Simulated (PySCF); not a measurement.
Isomers of C6H4F3N. Theory: TDDFT PBE0/def2-SVPD, vertical, gas phase, core orbitals frozen in the response in PySCF. Geometries: GFN2-xTB; one conformer of each isolated species. Triplets are in the Tamm–Dancoff approximation.

A. `FC(F)(F)c1ccccn1`
B. `CC(=C=CC(F)(F)F)C#N`
C. `N#C[C@H]1CC=C1C(F)(F)F`
D. `C#C[C@@H](N=C)C(F)=C(F)F`

Lowest singlet levels (six at most, fewer where fewer were computed) with oscillator strengths:

1. 254 nm (f 0.003); 241 nm (f 0.001); 219 nm (f 0.038); 195 nm (f 0.053); 168 nm (f 0.483); 166 nm (f 0.482); T1 4.18 eV
2. 180 nm (f 0.077); 177 nm (f 0.014); 172 nm (f 0.143); 163 nm (f 0.009); 161 nm (f 0.005); 158 nm (f 0.019); T1 4.23 eV
3. 247 nm (f 0.001); 214 nm (f 0.039); 192 nm (f 0.001); 190 nm (f 0.008); 188 nm (f 0.062); 187 nm (f 0.060); T1 4.19 eV
4. 230 nm (f 0.000); 214 nm (f 0.000); 197 nm (f 0.354); 188 nm (f 0.000); 165 nm (f 0.024); 165 nm (f 0.174); T1 3.89 eV

Problem. Which spectrum belongs to which structure?

Solution. 1 = A, 2 = C, 3 = D, 4 = B.
- A: S1 at 4.88 eV, HOMO→LUMO (99%); Löwdin shares by element: HOMO nitrogen 58%, carbon 25% or more (atoms not listed hold the other 17%); LUMO carbon 55% or more, nitrogen 21% (atoms not listed hold the other 24%); HOMO -8.11 and LUMO -1.50 eV.
- B: S1 at 5.39 eV, HOMO→LUMO+1 (92%); Löwdin shares by element: HOMO carbon 61% or more, nitrogen 18% (atoms not listed hold the other 21%); LUMO carbon 61% or more, nitrogen 15% (atoms not listed hold the other 24%); HOMO -8.54 and LUMO -1.81 eV.
- C: S1 at 6.88 eV, HOMO→LUMO (46%), HOMO-1→LUMO (35%), HOMO-2→LUMO (14%); Löwdin shares by element: HOMO carbon 77% or more (atoms not listed hold the other 23%); LUMO carbon 72% or more, hydrogen 6% or more (atoms not listed hold the other 22%); HOMO -8.86 and LUMO -1.33 eV.
- D: S1 at 5.01 eV, HOMO-1→LUMO (92%); Löwdin shares by element: HOMO carbon 56% or more, fluorine 22% or more (atoms not listed hold the other 21%); LUMO carbon 35% or more, nitrogen 31%, hydrogen 13% or more (atoms not listed hold the other 21%); HOMO -7.66 and LUMO -0.90 eV.
A and D have S1 within 0.13 eV of each other; their strongest listed levels stand at 7.39 eV (f 0.483) and 6.59 eV (f 0.062).
